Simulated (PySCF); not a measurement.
Te(H)(OH) (H2OTe), SMILES O[TeH].

Coordinates come from a PBE0-D3(BJ)/def2-TZVP optimisation. The def2 effective core potentials stand for the cores of Te; spin–orbit coupling is left out.

Calculation: PBE0-D3(BJ)/def2-TZVP run with PySCF 2.14.0.

Frequencies are harmonic and unscaled.

Computed vibrational spectrum:
```
mode  ν (cm⁻¹)  IR (km/mol)  Raman (Å⁴/amu)  depolarisation  moving atoms (share of kinetic energy)
----  --------  -----------  --------------  --------------  --------------------------------------
1          403         78.1             6.0            0.75                                  H 93 %
2          618         59.7            17.4            0.33                         O 83 %, Te 12 %
3          717          2.5            21.1            0.68                                  H 93 %
4         1028         47.2             1.3            0.52                                  H 94 %
5         2110         70.4           196.4            0.31                                  H 99 %
6         3866        100.9            60.5            0.20                                  H 94 %
```
